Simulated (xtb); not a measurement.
Job for xtb: GFN2-xTB on FGeHO (SMILES [OH][Ge][F]), a point of a bond scan (R = 1.158 Å).

```
$ xtb mol.xyz --gfn 2 --sp --chrg 0 --uhf 0
4

Ge     0.10773481    -0.04926187     0.40773364
F      0.24737472     1.37145337    -0.62469851
O     -0.60849455    -1.09652179    -0.85745356
H     -0.84541715    -2.17412713    -0.50718299
```

Output:

```
[...]
           -------------------------------------------------
          |                Calculation Setup                |
           -------------------------------------------------



           -------------------------------------------------
          |                 G F N 2 - x T B                 |
           -------------------------------------------------

        Reference                      10.1021/acs.jctc.8b01176
      * Hamiltonian:
        H0-scaling (s, p, d)           1.850000    2.230000    2.230000
        zeta-weighting                 0.500000
      * Dispersion:
        s8                             2.700000
        a1                             0.520000
        a2                             5.000000
        s9                             5.000000
      * Repulsion:
        kExp                           1.500000    1.000000
        rExp                           1.000000
      * Coulomb:
        alpha                          2.000000
        third order                    shell-resolved
        anisotropic                    true
        a3                             3.000000
        a5                             4.000000
        cn-shift                       1.200000
        cn-exp                         4.000000
        max-rad                        5.000000


          ...................................................
          :                      SETUP                      :
          :.................................................:
          :  # basis functions                  19          :
          :  # atomic orbitals                  18          :
          :  # shells                            8          :
          :  # electrons                        18          :
          :  max. iterations                   250          :
          :  Hamiltonian                  GFN2-xTB          :
          :  restarted?                      false          :
          :  GBSA solvation                  false          :
          :  PC potential                    false          :
          :  electronic temp.          300.0000000     K    :
          :  accuracy                    1.0000000          :
          :  -> integral cutoff          0.2500000E+02      :
          :  -> integral neglect         0.1000000E-07      :
          :  -> SCF convergence          0.1000000E-05 Eh   :
          :  -> wf. convergence          0.1000000E-03 e    :
          :  Broyden damping             0.4000000          :
          :  net charge                          0          :
          :  unpaired electrons                  0          :
          ...................................................

 iter      E             dE          RMSdq      gap      omega  full diag
   1    -10.9508074 -0.109508E+02  0.223E+01    2.92       0.0  T
   2    -11.1892334 -0.238426E+00  0.115E+01    5.89       1.0  T
   3    -11.3429386 -0.153705E+00  0.662E+00    4.85       1.0  T
   4    -11.2847831  0.581555E-01  0.635E+00    4.13       1.0  T
   5    -11.3410545 -0.562713E-01  0.123E+00    5.17       1.0  T
   6    -11.3431358 -0.208132E-02  0.483E-01    5.06       1.0  T
   7    -11.3433795 -0.243646E-03  0.249E-01    5.03       1.0  T
   8    -11.3435123 -0.132842E-03  0.458E-02    5.00       1.1  T
   9    -11.3435171 -0.482492E-05  0.146E-02    4.99       3.4  T
  10    -11.3435177 -0.594387E-06  0.766E-03    4.99       6.5  T
  11    -11.3435179 -0.185719E-06  0.470E-04    4.99     106.3  T
  12    -11.3435179  0.476419E-10  0.156E-04    4.99     320.8  T

   *** convergence criteria satisfied after 12 iterations ***

         #    Occupation            Energy/Eh            Energy/eV
      -------------------------------------------------------------
         1        2.0000           -0.7764574             -21.1285
       ...           ...                  ...                  ...
         3        2.0000           -0.6229618             -16.9517
         4        2.0000           -0.5407176             -14.7137
         5        2.0000           -0.4862674             -13.2320
         6        2.0000           -0.4786673             -13.0252
         7        2.0000           -0.4683460             -12.7443
         8        2.0000           -0.4651683             -12.6579
         9        2.0000           -0.4308164             -11.7231 (HOMO)
        10                         -0.2475200              -6.7354 (LUMO)
        11                         -0.1442887              -3.9263
        12                         -0.1336496              -3.6368
        13                         -0.0881592              -2.3989
        14                          0.0081197               0.2209
       ...                                ...                  ...
        18                          0.6769337              18.4203
      -------------------------------------------------------------
                  HL-Gap            0.1832964 Eh            4.9877 eV
             Fermi-level           -0.3391682 Eh           -9.2292 eV

 SCC (total)                   0 d,  0 h,  0 min,  0.005 sec
 SCC setup                      ...        0 min,  0.000 sec (  2.129%)
 Dispersion                     ...        0 min,  0.000 sec (  0.619%)
 classical contributions        ...        0 min,  0.000 sec (  0.295%)
 integral evaluation            ...        0 min,  0.001 sec ( 13.811%)
 iterations                     ...        0 min,  0.003 sec ( 56.954%)
 molecular gradient             ...        0 min,  0.001 sec ( 22.381%)
 printout                       ...        0 min,  0.000 sec (  3.379%)

         :::::::::::::::::::::::::::::::::::::::::::::::::::::
         ::                     SUMMARY                     ::
         :::::::::::::::::::::::::::::::::::::::::::::::::::::
         :: total energy             -11.335653258576 Eh    ::
         :: gradient norm              0.124566547741 Eh/a0 ::
         :: HOMO-LUMO gap              4.987749030001 eV    ::
         ::.................................................::
         :: SCC energy               -11.343517915131 Eh    ::
         :: -> isotropic ES            0.017940278393 Eh    ::
         :: -> anisotropic ES          0.002285522925 Eh    ::
         :: -> anisotropic XC         -0.000507505018 Eh    ::
         :: -> dispersion             -0.001301647795 Eh    ::
         :: repulsion energy           0.007864656555 Eh    ::
         :: add. restraining           0.000000000000 Eh    ::
         :: total charge              -0.000000000000 e     ::
         :::::::::::::::::::::::::::::::::::::::::::::::::::::

           -------------------------------------------------
          |                Property Printout                |
           -------------------------------------------------

    * Orbital Energies and Occupations

         #    Occupation            Energy/Eh            Energy/eV
      -------------------------------------------------------------
         1        2.0000           -0.7764574             -21.1285
         2        2.0000           -0.6819413             -18.5566
         3        2.0000           -0.6229618             -16.9517
         4        2.0000           -0.5407176             -14.7137
         5        2.0000           -0.4862674             -13.2320
         6        2.0000           -0.4786673             -13.0252
         7        2.0000           -0.4683460             -12.7443
         8        2.0000           -0.4651683             -12.6579
         9        2.0000           -0.4308164             -11.7231 (HOMO)
        10                         -0.2475200              -6.7354 (LUMO)
        11                         -0.1442887              -3.9263
        12                         -0.1336496              -3.6368
Note: The following floating-point exceptions are signalling: IEEE_DENORMAL
normal termination of xtb
        13                         -0.0881592              -2.3989
        14                          0.0081197               0.2209
        15                          0.0362792               0.9872
        16                          0.1244624               3.3868
        17                          0.3386695               9.2157
        18                          0.6769337              18.4203
      -------------------------------------------------------------
                  HL-Gap            0.1832964 Eh            4.9877 eV
             Fermi-level           -0.3391682 Eh           -9.2292 eV

     #   Z          covCN         q      C6AA      α(0)
     1  32 Ge       1.492     0.450   250.056    33.217
     2   9 F        0.715    -0.299    12.317     4.144
     3   8 O        1.441    -0.450    22.075     6.331
     4   1 H        0.664     0.299     0.786     1.421

 Mol. C6AA /au·bohr⁶  :        591.751388
 Mol. C8AA /au·bohr⁸  :      35117.521265
 Mol. α(0) /au        :         45.113139


Wiberg/Mayer (AO) data.
largest (>0.10) Wiberg bond orders for each atom

 ---------------------------------------------------------------------------
     #   Z sym  total        # sym  WBO       # sym  WBO       # sym  WBO
 ---------------------------------------------------------------------------
     1  32 Ge   2.581 --     3 O    1.353     2 F    1.191
     2   9 F    1.220 --     1 Ge   1.191
     3   8 O    2.241 --     1 Ge   1.353     4 H    0.866
     4   1 H    0.911 --     3 O    0.866
 ---------------------------------------------------------------------------

Topologies differ in total number of bonds
Writing topology from bond orders to xtbtopo.mol

molecular dipole:
                 x           y           z       tot (Debye)
 q only:       -0.007      -1.110       1.143
   full:        0.010      -1.212       1.308       4.534
molecular quadrupole (traceless):
                xx          xy          yy          xz          yz          zz
 q only:        0.096       0.776       1.574      -0.219       0.819      -1.670
  q+dip:        0.081       0.912       1.923      -0.295       0.864      -2.004
   full:        1.778       0.118       1.533      -1.322       1.029      -3.311


           -------------------------------------------------
          | TOTAL ENERGY              -11.335653258576 Eh   |
          | GRADIENT NORM               0.124566547741 Eh/α |
          | HOMO-LUMO GAP               4.987749030001 eV   |
           -------------------------------------------------

------------------------------------------------------------------------
------------------------------------------------------------------------
 total:
 SCF:
```

The run finished.

Cost: around 0.04 core-seconds (rough).
